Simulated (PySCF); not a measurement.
B(Me)2(tBu), SMILES C(C)(C)(C)B(C)C (GFN2-xTB optimised geometry):

```
22

B      0.396    -0.608     0.000
C      1.972    -0.608     0.000
H      2.411    -1.567    -0.264
H      2.330    -0.359     0.999
H      2.394     0.145    -0.662
C     -0.392    -1.973    -0.014
H     -1.186    -1.980    -0.758
H     -0.887    -2.126     0.946
H      0.236    -2.843    -0.193
C     -0.407     0.782     0.000
C     -0.590     1.182    -1.478
C     -1.800     0.679     0.638
C      0.349     1.915     0.708
H     -1.126     2.127    -1.547
H     -1.158     0.426    -2.016
H      0.373     1.297    -1.970
H     -2.411    -0.061     0.129
H     -1.720     0.395     1.685
H     -2.315     1.638     0.585
H      0.506     1.672     1.757
H      1.318     2.088     0.249
H     -0.220     2.843     0.656
```

Level of theory: B3LYP/def2-SVP (PySCF 2.14.0).

**Question.** What are the frontier orbital energies and the dipole moment?

**Answer.** HOMO-2 -8.79 eV, HOMO-1 -8.04 eV, HOMO -7.47 eV, LUMO -0.44 eV, LUMO+1 1.16 eV; dipole moment 0.17 D.

Meta-Löwdin charges at B3LYP/def2-SVP: B1 0.27, C2 -0.41, H3 0.09, H4 0.12, H5 0.10, C6 -0.41, H7 0.11, H8 0.12, H9 0.09, C10 -0.03, C11 -0.27, C12 -0.28, C13 -0.28, H14 0.09, H15 0.09, H16 0.09, H17 0.09, H18 0.08, H19 0.08, H20 0.08, H21 0.09, H22 0.08.
